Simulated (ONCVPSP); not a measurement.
Pseudopotential generation for cobalt (Co): ONCV, PBE, scalar-relativistic.

| Property | Result |
| --- | --- |
| Element | cobalt (Co) |
| Generator | ONCVPSP 4.0.1 |
| Type | optimised norm-conserving Vanderbilt (ONCV) |
| Functional | PBE |
| Relativity | scalar-relativistic |
| Frozen core | [Ne] 3s2 |
| Valence charge | 15 |
| Reference configuration | 3p6 3d7 4s2 |
| Partial waves | 4s: rc 1.95 bohr, ncon 5, nbas 9, qcut 4 1/bohr, 2 projectors, debl 3.6 Ha; 3p: rc 0.85 bohr, ncon 4, nbas 8, qcut 10 1/bohr, 2 projectors, debl 2.2 Ha; 3d: rc 1.55 bohr, ncon 4, nbas 8, qcut 10 1/bohr, 2 projectors, debl 2.6 Ha |
| Local potential | polynomial inside 0.60 bohr (lpopt 5, dvloc0 0 Ha) |
| Core correction | polynomial model core, fcfact 0.3 |

In the p channel the program set the typed energies aside and used -2.412, 0.250 Ha.

Task: Estimate the cutoffs (Ha) at which the residual kinetic energy of the hardest occupied pseudo-wave falls to 1 and 0.1 mHa per electron.

Result: 41 Ha and 233 Ha.

Task: Does the potential have ghost states?

Result: Ghosts flagged at negative energy: s at -326.8 eV; GHOST(+) flagged for s at 141.7 eV. A true bound ghost makes a file unfit for plane-wave use.

Task: Tests: 3p6 3d7 4s1; 3p6 3d7 4s0; 3p6 3d6 4s0; 3p6 3d7 4s1 4p1. Which has the largest error in its energy relative to the reference configuration, and how large is it?

Result: 3p6 3d6 4s0, with +84 meV (all-electron minus pseudo) on +61.69 eV.
